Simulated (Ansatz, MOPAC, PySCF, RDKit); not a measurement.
Noncovalent pair: H4Sn (SMILES [SnH4]) (first 5 atoms) with CH4 (SMILES C); geometry from B3LYP-D3(BJ)/def2-TZVP, rigid monomers moved along the line of their centres of mass till Sn1···C6 is 4.48 Å.
(charge 0, multiplicity 1):
```xyz
10

Sn     0.13357     0.15213    -0.08765
H     -1.29136     0.93228     0.43940
H      0.07293    -1.50056     0.33888
H      0.26166     0.29418    -1.78656
H      1.49186     0.88353     0.64501
C     -0.17218    -0.19652     4.37210
H      0.80430     0.21585     4.12160
H     -0.25853    -0.29244     5.45349
H     -0.95299     0.46772     4.00402
H     -0.28190    -1.17753     3.91172
```

Counterpoise-corrected where a basis set is named; no monomer relaxation. RDKit's UFF carries no charges.

Cores are frozen in the correlated methods. Filled d and f shells under p-block atoms count as core. The state that PM7 reach isn't checked; PM7 holds dispersion and hydrogen-bond terms.

The values were computed with Ansatz (a first-principles code); MOPAC for PM7 (differences of heats of formation); PySCF for the dispersion terms; RDKit for the force fields. Values without a source in brackets are computed. In def2 rows elements past Kr take small-core potentials, without spin–orbit coupling.

```tsv
level	interaction energy (meV)
UFF	-30.6
PM7	-10.5
HF/def2-SVPD	1.7
PBE-D4/def2-TZVPPD	-36.5
B3LYP-D4/def2-TZVPPD	-27.7
PBE0-D4/def2-TZVPPD	-33.8
MP2/def2-SVPD	-20.9
SCS-MP2/def2-SVPD	(withheld)
CCSD/def2-SVPD	(withheld)
```

Task: Fill in the missing entries.

Result: 
- SCS-MP2/def2-SVPD, interaction energy (meV): -15.6
- CCSD/def2-SVPD, interaction energy (meV): -18.9
